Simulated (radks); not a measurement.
The numbers below are computed, except where a source is named.
W56+, 18 electrons, occupied as [Ar] (the NIST ground configuration). Level of theory: scalar-relativistic Kohn-Sham, LDA (Slater exchange, VWN5 correlation), spin-polarised, spherical densities, finite nucleus; Fermi nuclear charge, rms radius 5.3658 fm (a radial shooting solver on a logarithmic mesh with Libxc functionals).

Radial electron density D(r) = 4 pi r^2 rho(r):

```
   r/bohr * D(r) (the largest magnitude, 126, reaches the edge; | marks zero)
 0.001999 |        *
 0.002218 |          *
 0.002481 |           *
 0.002753 |             *
 0.003079 |               *
 0.003417 |                 *
 0.003821 |                    *
  0.00424 |                      *
 0.004743 |                         *
 0.005263 |                            *
 0.005886 |                               *
 0.006531 |                                  *
 0.007247 |                                    *
 0.008106 |                                       *
 0.008995 |                                        *
  0.01006 |                                          *
  0.01116 |                                           *
  0.01249 |                                           *
  0.01385 |                                           *
   0.0155 |                                          *
   0.0172 |                                         *
  0.01923 |                                        *
  0.02134 |                                       *
  0.02387 |                                      *
  0.02649 |                                      *
  0.02963 |                                        *
  0.03287 |                                          *
  0.03677 |                                              *
   0.0408 |                                                 *
  0.04563 |                                                    *
  0.05063 |                                                      *
  0.05664 |                                                     *
  0.06284 |                                                  *
  0.06973 |                                             *
  0.07799 |                                      *
  0.08654 |                               *
   0.0968 |                         *
   0.1074 |                     *
   0.1201 |                    *
   0.1333 |                     *
   0.1491 |                       *
   0.1654 |                        *
   0.1851 |                       *
   0.2053 |                    *
   0.2297 |               *
   0.2548 |          *
    0.285 |     *
   0.3163 |  *
   0.3538 |*
   0.3925 *
   0.4391 *
   0.4872 *
   0.5449 *
   0.6046 *
```

D(r) has 3 maxima, at r = 0.0124, 0.0523, 0.167 bohr, and minima at 0.0241, 0.119 bohr, inside which lie 1.92, 10.41 electrons.
